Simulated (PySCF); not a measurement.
SMILES Cc1ccc(C=O)cc1 (GFN2-xTB optimised geometry):

```
17

C     -1.540    -2.577     0.015
C     -0.788    -1.284     0.000
C     -1.458    -0.065     0.002
C     -0.760     1.126     0.001
C      0.634     1.122     0.000
C      1.385     2.378    -0.003
O      2.587     2.477    -0.006
C      1.310    -0.100     0.000
C      0.606    -1.284     0.000
H     -1.106    -3.282    -0.692
H     -1.485    -3.027     1.007
H     -2.587    -2.425    -0.234
H     -2.539    -0.054     0.002
H     -1.292     2.067     0.001
H      0.741     3.282    -0.003
H      2.390    -0.090    -0.001
H      1.135    -2.227    -0.001
```

Calculation: B3LYP/def2-SVP (PySCF).

What are the frontier orbital energies and the dipole moment?

HOMO-2 -7.43 eV, HOMO-1 -7.11 eV, HOMO -6.98 eV, LUMO -1.76 eV, LUMO+1 -0.56 eV; dipole moment 3.74 D.

Meta-Löwdin charges at B3LYP/def2-SVP: C1 -0.29, C2 0.05, C3 -0.12, C4 -0.09, C5 -0.05, C6 0.26, O7 -0.39, C8 -0.07, C9 -0.11, H10 0.11, H11 0.11, H12 0.10, H13 0.10, H14 0.10, H15 0.05, H16 0.12, H17 0.10.
